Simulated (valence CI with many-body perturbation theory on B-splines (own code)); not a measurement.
**Sr23+: E2, M1, M2 decay**

Calculated by relativistic CI+MBPT: five valence electrons over a frozen Dirac-Fock core [Ne], a basis of 11 s, 11 p, 10 d, 8 f, 5 g, 2 h functions for each j, with the one-electron correlation potential Σ1 (screened to all orders), the two-electron term Σ2, the three-electron term Σ3, Breit, model QED; selected single and double excitations, second order for the rest, scaled by the run's own slope (own B-spline code, finite nucleus).

No measured levels were compared; by estimate levels of excited configurations hold to 0.05 to 0.15 % of their energy, terms of the ground configuration to about 0.5 %. Among the levels kept, up to 3500 cm⁻¹ of a level comes from second order outside the variational space, and about a tenth of that is noise between levels of different J, which matters for small intervals.

Lines 1 to 17 of 17 in falling wavelength, among levels below 2120200 cm⁻¹, chosen from the decays that carry over 1 % of a level's rate. Wavelengths and rates use the calculated energies, so an error of 400 cm⁻¹ moves a line at 118.8 nm by 0.48 % and its rate by three times that or more. Electric multipoles are in the length gauge with retardation, E1 and E2 with the static RPA response of the core. M1 uses the relativistic operator with retardation. Weak lines are less certain than strong ones. Lines between different terms over intervals too small for the method are left out, as are lines whose strength nearly cancels. Branching is blank where the lifetime is uncertain.

Names give the largest LS component (configuration and term), which can be under half, so a name can repeat, a term be missing and a line seem to break the LS rules; names also repeat where a configuration has a term twice. Letters in brackets count levels of one name in rising energy.

```
λ vac (nm)              Upper                  Lower  Type   A (s⁻¹)  Branch %
     291.1    3s2 3p3 2D°_5/2        3s2 3p3 2D°_3/2    M1  2.66e+02       7.9
     274.0  3s2 3p2 3d 4F_9/2      3s2 3p2 3d 4F_7/2    M1  1.01e+03          
     161.0  3s2 3p2 3d 2G_9/2      3s2 3p2 3d 2G_7/2    M1  2.42e+03       7.9
     118.8    3s2 3p3 2P°_1/2        3s2 3p3 2D°_3/2    M1  9.74e+02       3.2
     113.8    3s2 3p3 2P°_3/2        3s2 3p3 2P°_1/2    M1  3.91e+03       5.1
     102.8    3s2 3p3 2D°_3/2        3s2 3p3 4S°_3/2    M1  1.75e+04     100.0
     77.56  3s2 3p2 3d 2G_9/2      3s2 3p2 3d 4F_9/2    M1  1.36e+04      44.7
     75.96    3s2 3p3 2D°_5/2        3s2 3p3 4S°_3/2    M1  3.07e+03      91.3
     72.62    3s2 3p3 2P°_3/2        3s2 3p3 2D°_5/2    M1  1.15e+04      15.1
     65.34  3s2 3p2 3d 2G_9/2  3s2 3p2 3d 2F_7/2 [a]    M1  2.06e+03       6.8
     60.45  3s2 3p2 3d 2G_9/2      3s2 3p2 3d 4F_7/2    M1  1.20e+04      39.2
     58.12    3s2 3p3 2P°_3/2        3s2 3p3 2D°_3/2    M1  5.46e+04      71.6
     55.10    3s2 3p3 2P°_1/2        3s2 3p3 4S°_3/2    M1  2.90e+04      96.5
     37.13    3s2 3p3 2P°_3/2        3s2 3p3 4S°_3/2    M1  6.11e+03       8.0
     30.54  3s2 3p2 3d 4F_9/2          3s 3p4 4P_5/2    E2  1.39e+02          
     21.91  3s2 3p2 3d 2G_9/2          3s 3p4 4P_5/2    E2  3.37e+02       1.1
     12.95  3s2 3p2 3d 4F_9/2        3s2 3p3 2D°_5/2    M2  3.50e+02
```
